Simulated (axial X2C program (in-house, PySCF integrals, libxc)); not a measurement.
# Bond lengths and stretching modes, held linear, of ClTeCl

Computed with an in-house all-electron X2C program for linear molecules (integrals from PySCF): two-component X2C with atomic mean-field Coulomb and Gaunt terms, Gaussian nuclei, basis Cl dyall-av3z, Te dyall-v3z with contracted cores. Spin-free rows use the one-electron spin-free X2C Hamiltonian.

Masses Cl 34.969, Te 129.906, Cl 34.969 u. States: 2c Ω = 1 (beyond evenly filled blocks: ω = -1/2, ω = 3/2); spin-free M_S = 1, Λ = 0 (beyond evenly filled blocks: π+α, π-α).

HF, spin-free: energies above the lowest point

| r(Cl–Te) (Å) | r(Te–Cl) (Å) | E (meV) |
| --- | --- | --- |
| 2.3839 | 2.3839 | 78.58 |
| 2.3839 | 2.4450 | 33.06 |
| 2.3839 | 2.5061 | 27.73 |
| 2.4450 | 2.3839 | 33.06 |
| 2.4450 | 2.4450 | 0.00 |
| 2.4450 | 2.5061 | 6.30 |
| 2.4450 | 2.5673 | 43.39 |
| 2.5061 | 2.3839 | 27.73 |
| 2.5061 | 2.4450 | 6.30 |
| 2.5061 | 2.5061 | 23.48 |
| 2.5673 | 2.4450 | 43.39 |
| 2.5673 | 2.5673 | 127.39 |

Fit a quadratic surface with cubic terms in each bond: where is the minimum, and what are the two stretching wavenumbers?

At HF, spin-free: bonds 2.460 and 2.460 Å; harmonic stretches 288.1 and 314.9 cm⁻¹; force constants 1.58, 1.58 and coupling 0.47 mdyn/Å.

The other levels and Hamiltonians give:

```tsv
Hamiltonian	level	r(Cl–Te) (Å)	r(Te–Cl) (Å)	lower stretch (cm⁻¹)	upper stretch (cm⁻¹)
2c	PBE0	2.443	2.443	310.0	315.2
2c	HF	2.462	2.462	287.9	314.1
2c	B3LYP	2.474	2.474	297.9	298.5
2c	MP2	2.432	2.432	318.4	337.2
spin-free	PBE0	2.440	2.440	311.3	316.5
spin-free	B3LYP	2.471	2.471	299.9	300.4
spin-free	MP2	2.430	2.430	319.0	337.6
```

Each state is one determinant, the lowest of a limited PBE0 search; the stretches come from a fit to these few points and carry an uncertainty of a few per cent. Other orders of the atoms were not compared. MP2 freezes inner shells (threshold -2 hartree). The molecule was held linear; bending was not examined, so a bent shape may lie lower. Open-shell Ω = 0 determinants with evenly filled partner blocks cannot be reached by this program, so the Ω shown need not be the lowest component. Note: several unpaired electrons, one determinant need not be a pure state.
